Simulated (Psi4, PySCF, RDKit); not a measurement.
Relaxed torsion scan: SMILES COC(=O)c1ccc([SiH3])cc1 (C₈H₁₀O₂Si). Scanned: dihedral C1–O2–C3–O4; all other coordinates were relaxed at GFN2-xTB. Points at φ and −φ are mirror images. Heavy atoms are numbered in the order of the SMILES COC(=O)c1ccc([SiH3])cc1, hydrogens after them in the order of the atoms that carry them; the mirror image has the same energies with the sign of each dihedral reversed.

PBE-D3(BJ)/def2-SVP // GFN2-xTB (Psi4); UFF // GFN2-xTB (RDKit); RKS-B3LYP/6-31G* = restricted B3LYP/6-31G*, spherical d, density fitting // GFN2-xTB run with PySCF 2.14.0.

Energies in eV, each method relative to its own lowest point.

| φ / ° | PBE-D3(BJ)/def2-SVP | UFF | RKS-B3LYP/6-31G* |
|---|---|---|---|
| -150 | 0.498 | 0.162 | 0.552 |
| -120 | 0.542 | 0.152 | 0.563 |
| -90 | 0.550 | 0.205 | 0.543 |
| -60 | 0.383 | 0.128 | 0.379 |
| -30 | 0.128 | 0.118 | 0.135 |
| 0 | 0.000 | 0.000 | 0.000 |
| 30 | 0.128 | 0.118 | 0.135 |
| 60 | 0.383 | 0.128 | 0.379 |
| 90 | 0.550 | 0.205 | 0.543 |
| 120 | 0.542 | 0.152 | 0.563 |
| 150 | 0.498 | 0.162 | 0.552 |
| 180 | 0.531 | 0.161 | 0.600 |
